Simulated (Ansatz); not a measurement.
Consider the ligand exchange at the Si–C bond: `N=C([SiH3])CN` + `[SiH3]OCS` → `[SiH3]OCS[SiH3]` + `N=CCN`.

Gas-phase electronic energies from Ansatz, PBE0-D4/def2-TZVP geometries. CCSD(T)/CBS is the MP2 limit (def2-TZVPP, def2-QZVPP) plus CCSD(T) − MP2 in def2-TZVPP, frozen cores. Functionals use def2-TZVPP. B3LYP here is the variant with VWN-RPA as its local correlation; programs differ in this. HSE06 is defined as in plane-wave codes. One conformer a species, not always the lowest.

`N=C([SiH3])CN`:

Z-matrix (Å, degrees):
```
Si
C 1 1.893
H 1 1.490 2 109.3
H 1 1.490 2 109.6 3 -117.2
H 1 1.480 2 110.0 3 121.3
C 2 1.519 1 118.9 3 67.5
N 2 1.268 1 117.6 3 -112.1
N 6 1.446 2 111.9 1 -171.6
H 6 1.101 2 108.4 1 -44.7
H 6 1.096 2 107.3 1 68.7
H 7 1.029 2 108.5 1 -179.9
H 8 1.009 6 111.9 2 -152.8
H 8 1.011 6 111.7 2 86.0
```

`[SiH3]OCS`:

Cartesian coordinates in Å:
```
Si 1.025 -1.300 -0.034
O 0.272 0.043 0.557
C -0.849 0.611 -0.060
S -1.446 2.060 0.822
H 2.165 -1.566 0.870
H 1.502 -1.062 -1.425
H 0.090 -2.459 -0.057
H -1.699 -0.082 -0.059
H -0.630 0.886 -1.096
H -0.430 2.869 0.483
```

`[SiH3]OCS[SiH3]`:

```xyz
13

Si    0.972   -1.969   -0.378
O     0.900   -0.381    0.067
C     0.200    0.060    1.195
S    -0.004    1.861    1.186
Si   -1.057    2.031   -0.663
H     1.693   -1.998   -1.669
H     1.695   -2.774    0.644
H    -0.403   -2.520   -0.523
H     0.748   -0.165    2.116
H    -0.791   -0.405    1.249
H    -0.175    1.899   -1.848
H    -1.671    3.382   -0.657
H    -2.107    0.979   -0.719
```

`N=CCN`:

Cartesian coordinates in Å:
```
N 1.587 0.026 -0.195
C 0.566 -0.714 -0.258
C -0.806 -0.190 0.054
N -0.902 1.200 0.427
H 2.431 -0.489 -0.438
H 0.607 -1.776 -0.542
H -1.446 -0.382 -0.817
H -1.229 -0.814 0.852
H -0.504 1.769 -0.312
H -0.305 1.369 1.229
```

| level | ΔE (kJ/mol) |
| --- | --- |
| PBE-D4 | -70.3 |
| B3LYP-D4 | -71.1 |
| r2SCANh-D4 | -74.9 |
| HSE06-D4 | -73.5 |

(1) What does CCSD(T)/CBS give? (Estimate.)

(2) What do rigid-rotor, harmonic-oscillator terms from PBE0-D4/def2-TZVP frequencies (298.15 K, 1 bar) make of the CCSD(T)/CBS value? (An estimate is asked.)

Largest T1 diagnostic among the species: 0.012.

Answers

(1) Computed: -71.1 kJ/mol. The listed levels differ from it by 0.8, 0.0, -3.8, -2.4 kJ/mol.

(2) Ansatz gave: ΔZPE = +7.5 kJ/mol, ΔH = -64.0 kJ/mol, ΔS = -2 J/(mol·K), ΔG = -63.4 kJ/mol. Modes under 50 cm⁻¹ make the entropy rough.

From PBE to PBE0 (25 % exact exchange), in def2-TZVPP and without D4, ΔE moves by −3.3 kJ/mol. Leaving LDA and LC-ωPBE aside and taking each functional with its dispersion term where it has one, the values, not all of them listed here, spread over 8.4 kJ/mol, from B97M-V to BLYP-D4. LDA lies +3.9 kJ/mol from PBE without D4. At CCSD(T), def2-SVP lies +3.6 kJ/mol from the extrapolated value and def2-TZVPP +1.6 kJ/mol.

CCSD(T)/CBS has its own doubt, a few kJ/mol and more with outer-core shells, so smaller differences from it don't rank the levels.
